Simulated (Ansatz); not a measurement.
Cost and result for the atomization energy of `FCC#[C][GaH2]` (9 atoms, 8 bonds).

```xyz
9

F     0.473   -2.653   -0.830
C    -0.560   -1.897   -0.314
C    -0.162   -0.523   -0.085
C     0.149    0.631    0.116
Ga    0.662    2.448    0.424
H    -1.394   -1.934   -1.023
H    -0.882   -2.358    0.625
H    -0.410    3.419    1.009
H     2.123    2.867    0.077
```

The species carries charge 0 and has multiplicity 1. Correlated methods include outer-core shells of Ga, which these sets cover unevenly. Scalar relativity is left out up to krypton. The geometry is a stationary point of PBE0-D4/def2-TZVP. Program: Ansatz. All runs use 4 threads of an AMD EPYC 7B13 on a shared host. Times are those of one run each, without the atoms' runs, and a repeat can differ threefold. Electronic energies, without spin–orbit coupling; frozen cores. CCSD(T)/CBS adds CCSD(T) − MP2 in def2-TZVPP to the MP2 limit, and its time is that of the two runs behind it. T1 = 0.013. With those shells the extrapolation isn't a true limit. HSE06 is the plane-wave form, built on full-range PBE exchange.

CCSD(T)/CBS is a level of theory with its own doubt, some kJ/mol a heavy atom from the limit and from the frozen cores, so smaller differences don't rank the functionals.

```csv
level,functions,wall time
BLYP-D4/def2-TZVPP,228,1.6 s
PBE-D4/def2-TZVPP (with forces),228,1.7 s
PBE0-D4/def2-TZVPP,228,2.2 s
BHLYP-D4/def2-TZVPP,228,2.3 s
HSE06-D4/def2-TZVPP,228,2.4 s
CAM-B3LYP-D4/def2-TZVPP,228,2.5 s
PBE-QIDH/def2-TZVPP,228,4.1 s
ωB97X-V/def2-TZVPP,228,5.5 s
CCSD(T)/def2-SVP,108,5.5 s
ωB97M-V/def2-TZVPP (with forces),228,7.5 s
MP2/def2-QZVPP,437,14 s
CCSD(T)/def2-TZVPP,228,100 s
CCSD(T)/CBS(def2),–,120 s
```

Question: What atomization energy does each give, and how far from CCSD(T)/CBS? (Estimate.)

Answer: The calculation gave: 
| level | atomization (kJ/mol) | difference from CCSD(T)/CBS | per bond |
| --- | --- | --- | --- |
| BLYP-D4/def2-TZVPP | 3351.7 | -7.5 | -0.9 |
| PBE-D4/def2-TZVPP (with forces) | 3454.6 | 95.4 | 11.9 |
| PBE0-D4/def2-TZVPP | 3375.3 | 16.1 | 2.0 |
| BHLYP-D4/def2-TZVPP | 3228.9 | -130.3 | -16.3 |
| HSE06-D4/def2-TZVPP | 3378.2 | 19.0 | 2.4 |
| CAM-B3LYP-D4/def2-TZVPP | 3367.6 | 8.4 | 1.1 |
| PBE-QIDH/def2-TZVPP | 3358.6 | -0.6 | -0.1 |
| ωB97X-V/def2-TZVPP | 3362.3 | 3.1 | 0.4 |
| CCSD(T)/def2-SVP | 3210.0 | -149.2 | -18.7 |
| ωB97M-V/def2-TZVPP (with forces) | 3359.5 | 0.3 | 0.0 |
| MP2/def2-QZVPP | 3421.7 | 62.5 | 7.8 |
| CCSD(T)/def2-TZVPP | 3286.9 | -72.3 | -9.0 |
| CCSD(T)/CBS(def2) | 3359.2 | 0.0 | 0.0 |

From PBE to PBE0 (25 % exact exchange), in def2-TZVPP and without D4, the atomization energy moves by −76.9 kJ/mol: exact exchange takes away binding that semilocal exchange gives to molecules. Leaving LDA and LC-ωPBE aside and taking each functional with its dispersion term where it has one, the values spread over 225.7 kJ/mol, from BHLYP-D4 to PBE-D4. LDA lies +459.5 kJ/mol from PBE without D4, its usual overbinding. The D4 term adds +25.3 kJ/mol with B3LYP and +13.2 kJ/mol with PBE0; it sums over pairs of atoms, weighted by their polarisabilities, and B3LYP, whose exchange is more repulsive, gets the larger term.

B3LYP here is the variant with VWN-RPA as its local correlation; programs differ in this.
